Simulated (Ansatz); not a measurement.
Mulliken charges of CH6AlBO (`[CH3][AlH][BH]O`) from B3LYP/def2-TZVPP in Ansatz (PBE0-D4/def2-TZVP geometry).

```json
{"atom": "C1", "x (Å)": "-1.565", "y (Å)": "0.530", "z (Å)": "-0.300", "charge (e)": "-0.453"}
{"atom": "Al2", "x (Å)": "0.259", "y (Å)": "0.165", "z (Å)": "-0.932", "charge (e)": "0.344"}
{"atom": "B3", "x (Å)": "1.756", "y (Å)": "-0.619", "z (Å)": "0.434", "charge (e)": "0.017"}
{"atom": "O4", "x (Å)": "1.468", "y (Å)": "-0.882", "z (Å)": "1.734", "charge (e)": "-0.229"}
{"atom": "H5", "x (Å)": "-2.289", "y (Å)": "-0.067", "z (Å)": "-0.865", "charge (e)": "0.090"}
{"atom": "H6", "x (Å)": "-1.735", "y (Å)": "0.330", "z (Å)": "0.762", "charge (e)": "0.070"}
{"atom": "H7", "x (Å)": "-1.830", "y (Å)": "1.577", "z (Å)": "-0.483", "charge (e)": "0.091"}
{"atom": "H8", "x (Å)": "0.563", "y (Å)": "0.468", "z (Å)": "-2.469", "charge (e)": "-0.155"}
{"atom": "H9", "x (Å)": "2.899", "y (Å)": "-0.864", "z (Å)": "0.144", "charge (e)": "0.018"}
{"atom": "H10", "x (Å)": "0.559", "y (Å)": "-0.690", "z (Å)": "1.979", "charge (e)": "0.206"}
```

By hand: the dipole of these point charges (1 e Å = 4.8032 D).

Σ q r = (0.078, -0.062, 0.150) e Å, of length 0.180 e Å = 0.86 D.

How does the dipole of the full density compare? (Estimate.)

Ansatz gave: (-0.325, 0.059, 0.132) e Å, 1.71 D; the point charges give 0.50 times that, at 98° from its direction.

Point charges leave out the atoms' own dipoles, such as those of lone pairs, and Mulliken's split depends on the basis, so the two needn't agree.

B3LYP here is the variant with VWN-RPA as its local correlation; programs differ in this.
